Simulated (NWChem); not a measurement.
System: GeSiH5, doublet; SMILES [SiH3][GeH2]

Here is an NWChem input.

```
start job
memory heap 200 mb stack 900 mb global 1100 mb
geometry units angstroms noautoz
  Si     0.004732     1.610819     0.004185
  Ge     0.016796    -0.759886     0.164194
  H     -1.179767     2.034082    -0.801734
  H      1.252867     2.053584    -0.687045
  H     -0.063895     2.275610     1.344322
  H     -1.266624    -1.362597     0.777643
  H      1.252152    -1.341810     0.886696
end
basis spherical
  * library def2-tzvp
end
dft
  odft
  mult 2
  xc xcamb88 1.00 lyp 1.0 hfexch 1.00
  cam 0.33 cam_alpha 0.0 cam_beta 1.0
  iterations 150
  mulliken
end
task dft energy
```

Coordinates come from a PBE0/def2-SVP, spin-unrestricted optimisation. No stability test was run on the SCF state.

Task: What results follow from this input? (LC-BLYP (range parameter 0.33 per bohr)/def2-TZVP, spin-unrestricted.) Quantities: energy (Ha); highest occupied level (eV); lowest empty minus highest occupied level, either spin (eV); dipole (D); <S²>.

Result: energy (Ha): -2368.92
highest occupied level (eV): -8.18
lowest empty minus highest occupied level, either spin (eV): 7.15
dipole (D): 0.18
<S²>: 0.753
